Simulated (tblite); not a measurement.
Compound: C5H7F2OS (doublet state).
Atom-mapped SMILES: `[O:1]=[S@@:2]1[C@H:3]([CH2:4][F:5])[CH:6][CH2:7][C@@H:8]1[F:9]` (hydrogens: H10 on C3; H11, H12 on C4; H13 on C6; H14, H15 on C7; H16 on C8)

Computed geometry: GFN2-xTB, gas phase. This method treats the open shell by occupation alone, without spin polarisation.

What internal coordinates does the optimisation give?

```tsv
bond	length (Å)	order
O1=S2	1.452	double
S2–C3	2.039	single
C3–C4	1.507	single
C4–F5	1.372	single
C3–C6	1.416	single
C6–C7	1.487	single
C7–C8	1.540	single
C8–F9	1.358	single
S2–C8	1.909	single
C3–H10	1.089	single
C4–H11	1.095	single
C4–H12	1.097	single
C6–H13	1.077	single
C7–H14	1.093	single
C7–H15	1.089	single
C8–H16	1.094	single
```

Orders are formal, as drawn. A selection of angles:
```tsv
angle	degrees
O1–S2–C3	104.4
O1–S2–C8	106.7
C3–S2–C8	87.9
S2–C3–C4	108.0
S2–C3–C6	100.8
C4–C3–C6	118.7
C3–C4–F5	110.2
C3–C6–C7	113.1
C6–C7–C8	106.8
C7–C8–F9	111.0
S2–C8–C7	109.5
S2–C8–F9	106.8
```

Torsions: O1–S2–C3–C4 47° (synclinal); S2–C3–C4–F5 80° (synclinal); S2–C3–C6–C7 -49° (synclinal); C3–C6–C7–C8 48° (synclinal); C6–C7–C8–F9 98° (anticlinal); O1–S2–C8–C7 100° (anticlinal).

S2 (sulfur bonded to 2 C and O) is pyramidal (angles 106.7°, 104.4° and 87.9°, sum 299.0°, 0.80 Å off the plane of its three neighbours). The C–S distances run from 1.909 Å (S2–C8, drawn single) to 2.039 Å (S2–C3, drawn single), a spread of 0.130 Å. The 5-membered ring S2–C3–C6–C7–C8 has internal angles of 87.9° to 113.1°; it is puckered, 0.20 Å rms from its mean plane, widest ring torsion 49°. The 4 C–C bonds span 1.416 Å (C3–C6, drawn single) to 1.540 Å (C7–C8, drawn single), a spread of 0.124 Å. C6 (carbon bonded to 2 C and H) has angles 120.4°, 119.9° and 113.1°, sum 353.5°, 0.19 Å off the plane of its three neighbours. Of the pairs four or more bonds apart, O1···H12 is among the closest relative to their van der Waals radii: 2.50 Å, 92 % of the sum of Bondi's values.

Point group: C1 (no symmetry element, even within 0.4 Å). Its GFN2-xTB frequencies are all real (lowest 22 cm⁻¹).

One conformer stands for the species.
